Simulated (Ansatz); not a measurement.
`[SiH3]B[CH2][GaH2]` + `CCNC` → `CC[N](C)[GaH2]` + `CB[SiH3]` at 600 K and 1 bar (ligand exchange at a Ga–C bond).

Computed with Ansatz on PBE0-D4/def2-TZVP structures; ΔE is electronic, products minus reactants. CCSD(T)/CBS adds triple-zeta CCSD(T) − MP2 to the extrapolated MP2 energy (def2 sets, frozen cores). For Ga outer-core shells are correlated without core-valence functions, which leaves a few kJ/mol of doubt a bond. Scalar relativity is left out up to krypton. One conformer a species, not always the lowest.

| species | CCSD(T)/CBS energy (Eh) | H − E (kJ/mol) | S (J/(mol·K)) |
| --- | --- | --- | --- |
| `[SiH3]B[CH2][GaH2]` | -2280.64334 | 273.4 | 486.1 |
| `CCNC` | -174.26710 | 371.8 | 385.5 |
| `CC[N](C)[GaH2]` | -2098.81409 | 398.3 | 468.2 |
| `CB[SiH3]` | -356.10570 | 243.9 | 396.6 |

H − E and S are ideal-gas, rigid-rotor, harmonic terms from PBE0-D4/def2-TZVP, for one conformer and one mirror image of each species. 1 Eh = 2625.50 kJ/mol, R = 8.31446 J/(mol·K).

Q: By hand: ΔE, ΔH, ΔS and ΔG.

A: ΔE = (-2098.81409) + (-356.10570) − (-2280.64334) − (-174.26710) = -0.00935 Eh = -24.5 kJ/mol. Δ(H − E) = 398.3 + 243.9 − 273.4 − 371.8 = -3.0, so ΔH = -27.5 kJ/mol. ΔS = 468.2 + 396.6 − 486.1 − 385.5 = -6.8 J/(mol·K). ΔG = -27.5 − 600 × (-6.8)/1000 = -23.4 kJ/mol.

Q: By hand: the equilibrium constant, and the temperature at which ΔG would vanish if ΔH and ΔS stayed fixed.

A: log₁₀ K = −ΔG/(RT ln 10) = 2.0. ΔG = 0 at ΔH/ΔS = 4044 K, far beyond where these terms or the molecules hold.

The number of gas molecules stays the same, so ΔS is small and ΔH decides. A doubt of 5 kJ/mol in ΔE shifts log₁₀ K by 0.4 here. Other conformers and mirror images would add mixing entropy, several J/(mol·K) or more a flexible species. Modes under 60 cm⁻¹, often nearly free rotors, make the harmonic entropy too high. These are equilibria of isolated gas molecules and say nothing of rates. Largest T1 diagnostic: 0.014 (customary marks: 0.02 for closed shells, 0.045 for open ones).
